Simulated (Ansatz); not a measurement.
Cost and result for the atomization energy of `[SiH3]P([SiH3])[SiH3]` (13 atoms, 12 bonds).

```xyz
13

Si    0.9641   -1.1924   -1.1718
P     0.9614   -0.0489    0.7607
Si    0.2884    1.9046   -0.1187
Si   -1.0730   -0.7212    1.4327
H     1.1211   -2.6368   -0.8600
H    -0.2841   -1.0007   -1.9595
H     2.1220   -0.7356   -1.9836
H    -0.8963    1.7610   -1.0082
H    -0.0537    2.8260    0.9959
H     1.4139    2.4768   -0.9023
H    -1.4758    0.1038    2.6012
H    -2.1061   -0.5903    0.3693
H    -0.9819   -2.1462    1.8444
```

Charge 0, multiplicity 1. The geometry is a stationary point of PBE0-D4/def2-TZVP. Program: Ansatz. Hardware: A = 2 threads of a server CPU on a shared host; B = 2 threads of an AMD EPYC 7R13 on a shared host and a share of an NVIDIA H100 80 GB. Times are those of one run each, without the atoms' runs, and a repeat can differ threefold. Electronic energies, without spin–orbit coupling; frozen cores. CCSD(T)/CBS adds CCSD(T) − MP2 in def2-TZVPP to the MP2 limit, and its time is that of the two runs behind it. T1 = 0.013. B3LYP takes the VWN-RPA correlation (the form of Gaussian; ORCA's B3LYP/G).

CCSD(T)/CBS is a level of theory with its own doubt, some kJ/mol a heavy atom from the limit and from the frozen cores, so smaller differences don't rank the functionals.

| level | functions | wall time |
| --- | --- | --- |
| LDA (SPW92)/def2-TZVPP [A] | 294 | 2.4 s |
| BLYP-D4/def2-TZVPP [A] | 294 | 3.8 s |
| CCSD(T)/def2-SVP [A] | 117 | 6.5 s |
| PBE0-D4/def2-TZVPP [A] | 294 | 7 s |
| BHLYP-D4/def2-TZVPP [A] | 294 | 7.5 s |
| r2SCAN-D4/def2-TZVPP (with forces) [A] | 294 | 8.5 s |
| B3LYP-D4/def2-TZVPP (with forces) [A] | 294 | 11 s |
| r2SCANh-D4/def2-TZVPP [A] | 294 | 11 s |
| B97M-V/def2-TZVPP [A] | 294 | 15 s |
| ωB97X-V/def2-TZVPP [A] | 294 | 16 s |
| CCSD(T)/def2-TZVPP [B] | 294 | 21 s |
| MP2/def2-QZVPP [B] | 550 | 43 s |
| CCSD(T)/CBS(def2) | – | 64 s |

(1) What atomization energy does each give, and how far from CCSD(T)/CBS? (An estimate is asked.)

## Answers

(1) Computed: 
| level | atomization (kcal/mol) | difference from CCSD(T)/CBS | per bond |
| --- | --- | --- | --- |
| LDA (SPW92)/def2-TZVPP [A] | 982.4 | 87.2 | 7.3 |
| BLYP-D4/def2-TZVPP [A] | 883.5 | -11.7 | -1.0 |
| CCSD(T)/def2-SVP [A] | 824.5 | -70.7 | -5.9 |
| PBE0-D4/def2-TZVPP [A] | 883.3 | -11.9 | -1.0 |
| BHLYP-D4/def2-TZVPP [A] | 889.6 | -5.6 | -0.5 |
| r2SCAN-D4/def2-TZVPP (with forces) [A] | 893.5 | -1.7 | -0.1 |
| B3LYP-D4/def2-TZVPP (with forces) [A] | 895.5 | 0.3 | 0.0 |
| r2SCANh-D4/def2-TZVPP [A] | 891.7 | -3.5 | -0.3 |
| B97M-V/def2-TZVPP [A] | 904.8 | 9.6 | 0.8 |
| ωB97X-V/def2-TZVPP [A] | 906.9 | 11.7 | 1.0 |
| CCSD(T)/def2-TZVPP [B] | 870.1 | -25.1 | -2.1 |
| MP2/def2-QZVPP [B] | 872.9 | -22.3 | -1.9 |
| CCSD(T)/CBS(def2) | 895.2 | 0.0 | 0.0 |

The D4 term adds +15.1 kcal/mol with B3LYP and +8.0 kcal/mol with PBE0; it sums over pairs of atoms, weighted by their polarisabilities, and B3LYP, whose exchange is more repulsive, gets the larger term. At CCSD(T), def2-SVP lies −70.7 kcal/mol from the extrapolated value and def2-TZVPP −25.2 kcal/mol: correlation converges slowly with the basis, and small sets miss more of it in the bonded molecule than in its fragments. In def2-TZVPP, CCSD(T) changes the Hartree–Fock value by +198.3 kcal/mol (the triples alone add +8.8 kcal/mol) and MP2 by +186.2 kcal/mol; breaking electron pairs costs correlation energy, which Hartree–Fock lacks.
